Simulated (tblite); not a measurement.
Parent: `[cH:1]1[cH:2][cH:3][c:4]2[c:5]([cH:6]1)[CH2:7][CH2:8][PH:9]2` with C4–C5–C7–C8 -22°, C5–C7–C8–P9 32°, C7–C8–P9–C4 -27°, C3–C4–P9–C8 -164°, C8H9P.

Structures optimised with GFN2-xTB, isolated species. One conformer each, not checked by frequencies here.

```tsv
coordinate of the parent	value
C1–C2	1.385 Å
C2–C3	1.386 Å
C3–C4	1.384 Å
C4–C5	1.396 Å
C5–C6	1.382 Å
C5–C7	1.500 Å
C7–C8	1.531 Å
C8–P9	1.866 Å
C1–C6	1.387 Å
C4–P9	1.831 Å
C2–C1–C6	120.5°
C1–C2–C3	120.3°
C2–C3–C4	119.2°
C3–C4–C5	120.7°
C3–C4–P9	126.4°
C5–C4–P9	112.9°
C4–C5–C6	119.7°
C4–C5–C7	114.4°
C6–C5–C7	125.9°
C1–C6–C5	119.6°
C5–C7–C8	106.9°
C7–C8–P9	107.6°
C4–P9–C8	88.6°
```

Task: How does the shared frame change in `[cH:1]1[cH:2][cH:3][c:4]2[c:5]([cH:6]1)[CH2:7][CH2:8][PH2+:9]2` (charge +1) with C4–C5–C7–C8 16°, C5–C7–C8–P9 -22°, C7–C8–P9–C4 19°, C3–C4–P9–C8 169°, [C8H10P]+? Atoms pair as C1 = C1, C2 = C2, C3 = C3, C4 = C4, C5 = C5, C6 = C6, C7 = C7, C8 = C8, P9 = P9 (parent first).

Result: 
```
  parent  relative  value in the relative  change
   C1–C2     C1–C2                1.389 Å  +0.004
   C2–C3     C2–C3                1.383 Å  -0.003
   C3–C4     C3–C4                1.392 Å  +0.008
   C4–C5     C4–C5                1.406 Å  +0.010
   C5–C6     C5–C6                1.384 Å  +0.002
   C5–C7     C5–C7                1.502 Å  +0.002
   C7–C8     C7–C8                1.546 Å  +0.015
   C8–P9     C8–P9                1.816 Å  -0.050
   C1–C6     C1–C6                1.387 Å   0.000
   C4–P9     C4–P9                1.780 Å  -0.051
C2–C1–C6  C2–C1–C6                 121.1°    +0.6
C1–C2–C3  C1–C2–C3                 120.4°    +0.1
C2–C3–C4  C2–C3–C4                 118.2°    -1.0
C3–C4–C5  C3–C4–C5                 122.0°    +1.3
C3–C4–P9  C3–C4–P9                 128.8°    +2.4
C5–C4–P9  C5–C4–P9                 109.2°    -3.7
C4–C5–C6  C4–C5–C6                 118.6°    -1.1
C4–C5–C7  C4–C5–C7                 116.1°    +1.7
C6–C5–C7  C6–C5–C7                 125.3°    -0.6
C1–C6–C5  C1–C6–C5                 119.7°    +0.1
C5–C7–C8  C5–C7–C8                 109.2°    +2.3
C7–C8–P9  C7–C8–P9                 105.1°    -2.5
C4–P9–C8  C4–P9–C8                  95.7°    +7.1
```

Of the parent's bonds, C8–P9 and C4–P9 change most and about equally (-0.051 to -0.050 Å). Point group C1 → C1.

Task: How does the shared frame change in `[O:1]=[P@@H:2]1[CH2:3][CH2:4][c:5]2[cH:6][cH:7][cH:8][cH:9][c:10]21` with O1–P2–C3–C4 -154°, P2–C3–C4–C5 31°, C3–C4–C5–C6 158°, O1–P2–C10–C9 -37°, C8H9OP? Atoms pair as C1 = C7, C2 = C8, C3 = C9, C4 = C10, C5 = C5, C6 = C6, C7 = C4, C8 = C3, P9 = P2 (parent first).

Result: 
| parent | relative | value in the relative | change |
| --- | --- | --- | --- |
| C1–C2 | C7–C8 | 1.386 Å | +0.001 |
| C2–C3 | C8–C9 | 1.386 Å | 0.000 |
| C3–C4 | C9–C10 | 1.383 Å | -0.001 |
| C4–C5 | C10–C5 | 1.394 Å | -0.002 |
| C5–C6 | C5–C6 | 1.384 Å | +0.002 |
| C5–C7 | C5–C4 | 1.505 Å | +0.005 |
| C7–C8 | C4–C3 | 1.531 Å | 0.000 |
| C8–P9 | C3–P2 | 1.836 Å | -0.030 |
| C1–C6 | C7–C6 | 1.387 Å | 0.000 |
| C4–P9 | C10–P2 | 1.806 Å | -0.025 |
| C2–C1–C6 | C8–C7–C6 | 120.8° | +0.3 |
| C1–C2–C3 | C7–C8–C9 | 120.1° | -0.2 |
| C2–C3–C4 | C8–C9–C10 | 118.8° | -0.4 |
| C3–C4–C5 | C9–C10–C5 | 121.4° | +0.7 |
| C3–C4–P9 | C9–C10–P2 | 128.4° | +2.0 |
| C5–C4–P9 | C5–C10–P2 | 110.1° | -2.8 |
| C4–C5–C6 | C10–C5–C6 | 119.3° | -0.4 |
| C4–C5–C7 | C10–C5–C4 | 115.2° | +0.8 |
| C6–C5–C7 | C6–C5–C4 | 125.6° | -0.3 |
| C1–C6–C5 | C7–C6–C5 | 119.5° | -0.1 |
| C5–C7–C8 | C5–C4–C3 | 107.8° | +0.9 |
| C7–C8–P9 | C4–C3–P2 | 104.9° | -2.7 |
| C4–P9–C8 | C10–P2–C3 | 92.3° | +3.7 |

Of the parent's bonds, C8–P9 changes most (-0.030 Å). Bonds of the relative outside the shared frame: O1=P2 1.463 Å. Point group C1 → C1.

Task: How does the shared frame change in `[S:1]=[P@@H:2]1[CH2:3][CH2:4][c:5]2[cH:6][cH:7][cH:8][cH:9][c:10]21` with S1–P2–C3–C4 -152°, P2–C3–C4–C5 30°, C3–C4–C5–C6 159°, S1–P2–C10–C9 -36°, C8H9PS? Atoms pair as C1 = C7, C2 = C8, C3 = C9, C4 = C10, C5 = C5, C6 = C6, C7 = C4, C8 = C3, P9 = P2 (parent first).

Result: 
| parent | relative | value in the relative | change |
| --- | --- | --- | --- |
| C1–C2 | C7–C8 | 1.386 Å | +0.001 |
| C2–C3 | C8–C9 | 1.385 Å | -0.001 |
| C3–C4 | C9–C10 | 1.384 Å | 0.000 |
| C4–C5 | C10–C5 | 1.395 Å | -0.001 |
| C5–C6 | C5–C6 | 1.383 Å | +0.001 |
| C5–C7 | C5–C4 | 1.504 Å | +0.004 |
| C7–C8 | C4–C3 | 1.532 Å | +0.001 |
| C8–P9 | C3–P2 | 1.847 Å | -0.019 |
| C1–C6 | C7–C6 | 1.387 Å | 0.000 |
| C4–P9 | C10–P2 | 1.811 Å | -0.020 |
| C2–C1–C6 | C8–C7–C6 | 120.9° | +0.4 |
| C1–C2–C3 | C7–C8–C9 | 120.1° | -0.2 |
| C2–C3–C4 | C8–C9–C10 | 118.7° | -0.5 |
| C3–C4–C5 | C9–C10–C5 | 121.7° | +1.0 |
| C3–C4–P9 | C9–C10–P2 | 127.3° | +0.9 |
| C5–C4–P9 | C5–C10–P2 | 110.9° | -2.0 |
| C4–C5–C6 | C10–C5–C6 | 119.0° | -0.7 |
| C4–C5–C7 | C10–C5–C4 | 115.2° | +0.8 |
| C6–C5–C7 | C6–C5–C4 | 125.7° | -0.2 |
| C1–C6–C5 | C7–C6–C5 | 119.6° | 0.0 |
| C5–C7–C8 | C5–C4–C3 | 107.8° | +0.9 |
| C7–C8–P9 | C4–C3–P2 | 105.9° | -1.7 |
| C4–P9–C8 | C10–P2–C3 | 91.8° | +3.2 |

Of the parent's bonds, C8–P9 and C4–P9 change most and about equally (-0.020 to -0.019 Å). Bonds of the relative outside the shared frame: S1=P2 1.928 Å. Point group C1 → C1.

The numbers are calculated, not measured.
